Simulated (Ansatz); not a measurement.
Calculation: Ansatz (a first-principles code) with frozen-core CCSD(T)/cc-pVTZ // CAM-B3LYP-D3(BJ)/def2-TZVP.

Ansatz 0.2 input:
```yaml
crystal:
  periodic: [false, false, false]
  atoms:
    - { symbol: C, position_ang: [-1.270571, -0.594433, -0.210965] }
    - { symbol: C, position_ang: [-0.498945, 0.36436, 0.641445] }
    - { symbol: O, position_ang: [-0.951895, 0.89926, 1.614468] }
    - { symbol: C, position_ang: [0.935398, 0.712365, 0.219627] }
    - { symbol: C, position_ang: [1.615986, -0.3103, -0.557756] }
    - { symbol: N, position_ang: [2.133164, -1.128933, -1.166547] }
    - { symbol: H, position_ang: [-1.231033, -0.292653, -1.259409] }
    - { symbol: H, position_ang: [-2.29981, -0.639422, 0.132279] }
    - { symbol: H, position_ang: [-0.815297, -1.585153, -0.15637] }
    - { symbol: H, position_ang: [1.503624, 0.94682, 1.11841] }
    - { symbol: H, position_ang: [0.879379, 1.628088, -0.375185] }
basis:
  gaussian: { orbitals: cc-pVTZ }
correlation:
  method: ccsd_t
```

Output:

```
Functional definition: HF
1450 factors; integrals over basis functions are off by at most 1.1e-3 eV
mean field evaluation 1: about -7716.5105 eV, gradient 4.8e1 eV
mean field evaluation 2: about -7716.8836 eV, gradient 4.8e1 eV
mean field evaluation 4: about -7722.1615 eV, gradient 6.2e0 eV
mean field evaluation 8: about -7722.3143 eV, gradient 7.2e-1 eV
mean field evaluation 16: about -7722.3168 eV, gradient 2.8e-6 eV
mean field -7722.31683861 eV, -283.7899094444 hartree, gradient 2.8e-6 eV, S^2 0.000000; 0 other end points of the search recorded, 0 dependent functions left out
6 core orbitals not correlated
reference -7722.31683861 eV, -283.7899094444 hartree; 16, 16 occupied and 228, 228 virtual orbitals, 1450 factors
second order -28.82772956 eV of doubles, -0.00000000 eV of singles
cycle   1  -28.47332178 eV  change    3.5e-1 eV  update   1.3e-1
cycle   2  -29.27482386 eV  change   -8.0e-1 eV  update   4.1e-2
cycle   3  -29.46661990 eV  change   -1.9e-1 eV  update   2.0e-2
cycle   4  -29.45641075 eV  change    1.0e-2 eV  update   5.5e-3
cycle   5  -29.45637637 eV  change    3.4e-5 eV  update   2.5e-3
cycle   6  -29.45846552 eV  change   -2.1e-3 eV  update   8.3e-4
cycle   7  -29.45847475 eV  change   -9.2e-6 eV  update   3.0e-4
cycle   8  -29.45835460 eV  change    1.2e-4 eV  update   1.1e-4
cycle   9  -29.45838466 eV  change   -3.0e-5 eV  update   4.3e-5
cycle  10  -29.45840113 eV  change   -1.6e-5 eV  update   1.6e-5
perturbative correction -1.37775579 eV, -0.0506315914 hartree
Total energy: -7753.15299553 eV, -284.9231173098 hartree
```

Cost: around 7 core-minutes (rough).
